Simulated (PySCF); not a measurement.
**Which basis set comes closest?**

Molecule: SMILES CC(C)(C)C(N)=O, C₅H₁₁NO.

Geometry (Å), atoms numbered from 1 in this order:
```xyz
18

C    -0.1924    0.2962    1.4206
C    -0.3816    0.0336   -0.0786
C    -1.7931   -0.4842   -0.3371
C    -0.1501    1.3244   -0.8735
C     0.6165   -1.0453   -0.5374
N     1.9314   -0.7269   -0.3965
O     0.2646   -2.1140   -0.9927
H     0.8004    0.7123    1.6524
H    -0.9432    1.0198    1.7747
H    -0.3140   -0.6299    2.0026
H    -2.5350    0.2623   -0.0148
H    -1.9731   -1.4214    0.2071
H    -1.9447   -0.6958   -1.4046
H     0.8434    1.7613   -0.6879
H    -0.2427    1.1460   -1.9555
H    -0.8986    2.0808   -0.5898
H     2.6185   -1.4120   -0.6806
H     2.2433    0.1535   -0.0172
```

Geometry PBE0-D3(BJ)/def2-SVP throughout; GIAO in PySCF 2.14, gas phase, one conformer, non-relativistic; equivalent atoms averaged; functional PBE0.

Reference values (measured; solution, not stated per compound (mostly CDCl3 or CCl4); Pretsch, Buehlmann, Badertscher, Structure Determination of Organic Compounds, 4th ed. (2009)): δ(C2) = 38.6 ppm, δ(C1/C3/C4) = 27.6 ppm, δ(H8/H9/H10/H11/H12/H13/H14/H15/H16) = 1.22 ppm. Computed shifts are taken against TMS, calculated as an isolated molecule at each level.

How do the basis sets STO-3G, pcSseg-0, 6-31G, 6-31G*, cc-pVDZ, def2-SVP, pcSseg-1, 6-311+G(2d,p), aug-cc-pVDZ, def2-TZVP perform against the reference? Times are CPU seconds on shared hosts with different chips, so compare them loosely.

Results:


```
    basis set  functions    C2  C1/C3/C4  H8/H9/H10/H11/H12/H13/H14/H15/H16  mean abs. error C  abs. error H  core-s
       STO-3G         46  37.1      25.8                               0.93                1.7          0.29     4.8
     pcSseg-0         85  38.2      31.9                               1.31                2.3          0.09     8.8
        6-31G         85  37.9      29.3                               1.24                1.2          0.02      10
       6-31G*        120  35.5      27.9                               1.10                1.7          0.12      14
      cc-pVDZ        153  40.1      29.5                               0.99                1.7          0.23      20
     def2-SVP        153  35.5      28.6                               0.95                2.1          0.27      19
     pcSseg-1        174  38.0      29.6                               1.06                1.3          0.16      22
6-311+G(2d,p)        255  40.0      28.6                               1.05                1.2          0.17      38
  aug-cc-pVDZ        260  40.9      28.0                               1.14                1.3          0.08      43
    def2-TZVP        283  40.2      29.4                               1.05                1.7          0.17      50
```

For ¹³C the closest is 6-311+G(2d,p) (1.2 ppm, with 6-31G, pcSseg-1, aug-cc-pVDZ practically level) and the furthest pcSseg-0 (2.3 ppm).

For ¹H the closest is 6-31G (0.02 ppm) and the furthest STO-3G (0.29 ppm). Where a smaller basis beats a larger one, errors probably cancel. One molecule is a small sample, and vibrational and solvent effects are absent from the calculation.

A small basis that lands close on one nucleus may do so by chance; judge by the trend and by all nuclei.
